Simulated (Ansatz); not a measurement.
Relaxation of a periodic cell of 32 atoms, H21O10F (contents 10 H2O + 1 HF, density as packed 1.11 g/cm³ with natural masses), to a largest force component of 0.3 eV/Å in at most 15 steps.

All numbers below come from Ansatz, DFT PBE-D3(BJ), scalar-relativistic, plane waves, PAW. Settings: cutoff 420 eV, k mesh 1x1x1, fermi-dirac smearing 0.02 eV, no spin polarisation.

```xyz
32
Lattice="6.6988 0.0000 0.0000 0.0000 6.6988 0.0000 0.0000 0.0000 6.6988" Properties=species:S:1:pos:R:3
O 1.182 0.602 4.950
H 0.622 -0.023 5.434
H 1.123 0.306 4.030
O 0.488 4.162 2.184
H 0.209 3.891 1.297
H 0.551 5.127 2.126
O 3.762 3.710 4.409
H 2.991 3.876 4.970
H 3.663 4.341 3.681
O 4.437 2.915 1.467
H 4.799 3.189 0.612
H 4.594 1.959 1.492
O 4.362 6.197 2.799
H 5.269 6.496 2.634
H 4.049 5.906 1.930
O 1.858 -0.044 0.954
H 0.940 -0.191 1.227
H 1.807 0.722 0.363
O 6.020 1.912 6.079
H 6.205 2.414 6.887
H 5.662 2.573 5.469
O 4.070 0.552 6.893
H 4.121 1.314 6.297
H 4.033 -0.210 6.297
O 6.179 1.905 3.243
H 6.649 2.410 3.923
H 6.864 1.699 2.590
O 6.366 4.537 6.084
H 6.014 4.833 5.231
H 7.271 4.882 6.097
F 1.155 4.978 4.201
H 1.914 5.112 3.673
```

Q: Where does it end, and by what steps?

A: The run ended unconverged. Limits of this set-up: coarse k mesh. After 14 steps the energy has fallen by 6.296 eV; H11 moved furthest, 1.91 Å.

| step | energy less start (eV) | largest force component (eV/Å) | accepted |
| --- | --- | --- | --- |
| 0 | 0.0000 | 0.861 | yes |
| 1 | -1.3386 | 1.196 | yes |
| 2 | -2.2845 | 1.678 | yes |
| 3 | -3.1636 | 2.363 | yes |
| 4 | -3.8294 | 1.773 | yes |
| 5 | -4.2516 | 1.358 | yes |
| 6 | -4.6459 | 1.669 | yes |
| 7 | -4.9805 | 1.473 | yes |
| 8 | -5.2961 | 1.136 | yes |
| 9 | -5.5909 | 0.904 | yes |
| 10 | -5.8391 | 0.901 | yes |
| 11 | -5.9854 | 0.694 | yes |
| 12 | -6.1098 | 0.692 | yes |
| 13 | -6.2046 | 0.481 | yes |
| 14 | -6.2959 | 0.442 | yes |

```xyz
32
Lattice="6.6988 0.0000 0.0000 0.0000 6.6988 0.0000 0.0000 0.0000 6.6988" Properties=species:S:1:pos:R:3
O 1.892 1.322 5.175
H 1.018 1.520 5.603
H 1.623 0.898 4.343
O 0.036 3.604 1.988
H -0.056 4.353 1.365
H 0.956 3.711 2.322
O 4.811 3.688 4.545
H 3.826 3.686 4.576
H 5.004 4.082 3.663
O 3.240 3.109 1.337
H 2.904 3.414 0.473
H 3.515 2.178 1.134
O 4.098 5.881 2.764
H 4.730 6.620 3.029
H 3.941 6.034 1.807
O 1.113 -0.050 1.428
H 0.700 -0.378 0.594
H 1.965 0.337 1.159
O 6.126 1.956 6.364
H 6.367 2.487 7.158
H 5.736 2.592 5.721
O 3.836 0.436 6.905
H 4.692 0.887 6.678
H 3.218 0.643 6.158
O 6.035 0.956 3.193
H 5.910 1.909 3.021
H 6.692 0.665 2.504
O 6.784 5.179 6.061
H 5.932 4.974 5.622
H 7.456 5.109 5.355
F 2.203 4.878 3.995
H 2.922 5.373 3.482
```

Run time: 13 s on 1 thread of AMD EPYC 9R45 96-Core Processor (Zen 5), with other jobs on the host, peak memory 0.5 GiB.
